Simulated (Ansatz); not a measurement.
Isolated molecules relaxed with PBE0-D4/def2-TZVP in Ansatz; ΔE leaves out vibrations. CCSD(T)/CBS is the MP2 limit (def2-TZVPP, def2-QZVPP) plus CCSD(T) − MP2 in def2-TZVPP, frozen cores. DFT in def2-TZVPP. One conformer a species, not always the lowest.

Consider the substitution at a C–C bond: `CCC(C)(C)CC` + `O[SiH2]CS` → `CO[SiH2]CS` + `CCC(C)(C)C`.

CCSD(T)/CBS gives +56.0 kJ/mol.

Question: Another level gave +49.6 kJ/mol. Which?
A. BLYP/def2-TZVPP
B. CCSD(T)/def2-TZVPP
C. MP2/def2-TZVPP
D. LC-ωPBE/def2-TZVPP

Answer: D. LC-ωPBE 49.6, BLYP 36.0, CCSD(T)/def2-TZVPP 53.7, MP2/def2-TZVPP 59.5 kJ/mol.

Largest T1 diagnostic among the species: 0.011.

Leaving LDA and LC-ωPBE aside and taking each functional with its dispersion term where it has one, the values, not all of them listed here, spread over 11.2 kJ/mol, from BLYP-D4 to PBE-QIDH. LDA lies +10.6 kJ/mol from PBE without D4. The D4 term adds +5.6 kJ/mol with B3LYP and +3.2 kJ/mol with PBE0; it sums over pairs of atoms, weighted by their polarisabilities, and B3LYP, whose exchange is more repulsive, gets the larger term.

B3LYP here is the variant with VWN-RPA as its local correlation; programs differ in this.
